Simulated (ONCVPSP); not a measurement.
**Reading a pseudo-wave (carbon (C))**

Columns: radius, all-electron u(r) and pseudo u(r) of the 2p shell (level -5.24 eV) of carbon in the configuration [He] 2s2 2p2; Wu-Cohen, non-relativistic, ONCV scheme, ONCVPSP 4.0.1.

| r (bohr) | all-electron | pseudo |
| --- | --- | --- |
| 0.108 | 0.0540 | 0.0212 |
| 0.215 | 0.1614 | 0.0809 |
| 0.322 | 0.2788 | 0.1713 |
| 0.430 | 0.3884 | 0.2818 |
| 0.538 | 0.4817 | 0.3983 |
| 0.645 | 0.5569 | 0.5072 |
| 0.752 | 0.6153 | 0.5999 |
| 0.860 | 0.6582 | 0.6711 |
| 0.968 | 0.6867 | 0.7178 |
| 1.075 | 0.7027 | 0.7414 |
| 1.182 | 0.7086 | 0.7465 |
| 1.290 | 0.7062 | 0.7377 |
| 1.398 | 0.6973 | 0.7202 |
| 1.505 | 0.6835 | 0.6980 |
| 1.612 | 0.6658 | 0.6737 |
| 1.720 | 0.6452 | 0.6487 |
| 1.828 | 0.6225 | 0.6237 |
| 1.935 | 0.5986 | 0.5989 |
| 2.042 | 0.5739 | 0.5739 |
| 2.150 | 0.5484 | 0.5484 |
| 2.258 | 0.5227 | 0.5227 |
| 2.365 | 0.4974 | 0.4974 |
| 2.472 | 0.4724 | 0.4724 |
| 2.580 | 0.4477 | 0.4477 |
| 2.688 | 0.4236 | 0.4236 |
| 2.795 | 0.4005 | 0.4005 |

Problem. How many radial nodes do the two functions have?

Solution. The all-electron 2p function has n − l − 1 = 0; the pseudo-wave has 0.

Problem. At about which radius was the pseudo-wave matched?

Solution. 2.15 bohr. The columns agree to 0.0005 from 1.94 bohr on; several derivatives are matched, so the curves merge somewhat inside the radius.

Problem. Is the pseudo-wave norm-conserving?

Solution. Yes: the ONCV scheme keeps the norm inside the radius equal to the all-electron one, which fixes the energy derivative of the logarithmic derivative at the level.
